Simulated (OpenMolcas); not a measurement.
**Multiplet structure of neutral osmium**

```yaml
Program: OpenMolcas
Method: "MS-CASPT2, IPEA 0.25 Eh, imaginary shift 0.1 Eh (closed shells correlated: 5s 5p 6s)"
Basis: ANO-RCC-VQZP [9s8p6d4f3g2h]
Scalar_Hamiltonian: DKH2, point nucleus
Active_space: 6 electrons in 5 orbitals (5d)
State_averaging: 2S+1 = 5 even, 5 roots; 2S+1 = 3 even, 45 roots; 2S+1 = 1 even, 50 roots (44 in the spin-orbit step)
Spin-orbit_coupling: state interaction with AMFI integrals over the reference wave functions, term energies averaged over their components
```

Spin-free terms above the lowest, with the occupations of the reference:

| Configuration | Term | E (cm-1) | Occupations |
| --- | --- | --- | --- |
| 5d6 6s2 | 5D | 0.0 | 5d 6.00 |
| 5d6 6s2 | 3P(1) | 11590 | 5d 6.00 |
| 5d6 6s2 | 3H | 13030 | 5d 6.00 |
| 5d6 6s2 | 3F(1) | 13630 | 5d 6.00 |
| 5d6 6s2 | 3G | 15390 | 5d 6.00 |
| 5d6 6s2 | 3D | 18330 | 5d 6.00 |
| 5d6 6s2 | 1I | 19500 | 5d 6.00 |
| 5d6 6s2 | 1G(1) | 19960 | 5d 6.00 |
| 5d6 6s2 | 1D | 20900 | 5d 6.00 |
| 5d6 6s2 | 1S | 22320 | 5d 6.00 |
| 5d6 6s2 | 1F | 24870 | 5d 6.00 |
| 5d6 6s2 | 3P(2) | 30600 | 5d 6.00 |
| 5d6 6s2 | 3F(2) | 31790 | 5d 6.00 |
| 5d6 6s2 | 1G(2) | 35780 | 5d 6.00 |

With spin-orbit coupling, above the lowest level:

```csv
Configuration,Term,J,E (cm-1),Measured (cm-1),g,Term weight %,Second
5d6 6s2,5D,4,0.0,0.0,1.457,84,13 3F(1)
5d6 6s2,5D,2,3900,2740,1.457,61,29 3P(1)
5d6 6s2,5D,3,4440,4159,1.475,93,5 3F(1)
5d6 6s2,5D,1,6520,5766,1.473,82,15 3P(1)
5d6 6s2,5D,0,6880,6093,,79,15 3P(1)
5d6 6s2,3H,4,12370,,1.066,24,23 3G
5d6 6s2,3P(1),2,14260,,1.441,49,38 5D
5d6 6s2,3H,5,15370,,1.116,51,49 3G
5d6 6s2,3H,6,15640,,1.143,86,14 1I
5d6 6s2,3F(1),2,17350,,0.815,67,20 1D
5d6 6s2,3F(1),3,17420,,1.009,56,30 3G
5d6 6s2,3H,4,20640,,1.006,56,38 3F(1)
5d6 6s2,1S,0,20910,,,51,33 3P(1)
5d6 6s2,3D,1,21490,,0.978,52,28 3P(1)
5d6 6s2,3G,4,23040,,1.064,66,14 1G(1)
5d6 6s2,3G,5,23110,,1.118,51,49 3H
5d6 6s2,3D,2,23140,,1.137,70,12 3P(1)
5d6 6s2,3D,3,24080,,1.261,66,16 3F(1)
5d6 6s2,3G,3,24990,,0.920,59,22 3F(1)
5d6 6s2,3P(1),1,26050,,1.077,54,42 3D
5d6 6s2,1I,6,26930,,1.024,86,14 3H
5d6 6s2,3P(2),0,27680,,,76,14 3P(1)
5d6 6s2,1F,3,28810,,1.014,64,29 3F(2)
5d6 6s2,1D,2,30160,,1.032,55,18 3F(1)
5d6 6s2,1G(1),4,30770,,1.018,61,15 3F(1)
5d6 6s2,3P(2),1,34620,,1.474,90,4 3P(1)
5d6 6s2,3F(2),4,38130,,1.207,81,7 1G(2)
5d6 6s2,3F(2),2,38720,,0.707,91,3 3D
5d6 6s2,3P(1),0,40460,,,37,37 1S
5d6 6s2,3P(2),2,41740,,1.412,81,9 1D
5d6 6s2,3F(2),3,42450,,1.073,66,21 1F
5d6 6s2,1G(2),4,43800,,1.032,82,12 3F(2)
```

Against the 4 measured excited levels shown (NIST Handbook of Basic Atomic Spectroscopic Data) the mean absolute deviation is 750 cm-1; the largest miss in energy is 5d6 6s2 5D2 [61 %]: computed 3900, measured 2740 cm-1 (+42.4 %).

Spin-orbit coupling puts the lowest level 5829 cm-1 below the lowest spin-free term.

CASPT2 does not keep the components of a term degenerate, so their means are used; among the terms shown or strongly mixed into the levels shown the widest spread is 1600 cm-1 (5d6 6s2 1I). Some high roots are left out of the spin-orbit mixing, which shifts the levels that they would mix with. With the s shell closed, the reference lacks s² → p², s² → d² and s → d mixing, so excited terms can stand far too high and out of order, with CASPT2 too. The CASPT2 spread within a term exceeds the gap to the next term for 5d6 6s2 3D and 5d6 6s2 1I, 5d6 6s2 1I and 5d6 6s2 1G(1), so the order of their levels is uncertain. Computed and measured levels are paired by configuration, term and J; levels that our copy of the source lacks, or whose pairing is in doubt (as where it misses far off the trend of its configuration), stay unpaired and out of the deviations. Only configurations of the active space appear. The first state left out of the spin-orbit step lies near 60000 cm-1 above the lowest spin-free state of the reference (among the parities and spins computed), and the list stops at four fifths of that energy or lower.

The CASPT2 steps took 84 s on 1 thread of Intel(R) Xeon(R) 6975P-C (Granite Rapids), with other jobs on the host; the integral step is not counted.

The term weight is that of the spin-free term in the level, not the purity of its configuration. A share in square brackets marks a mixed level and gives the weight of the term that names it. A number in round brackets counts repeated terms of one configuration in the order of the reference energies.
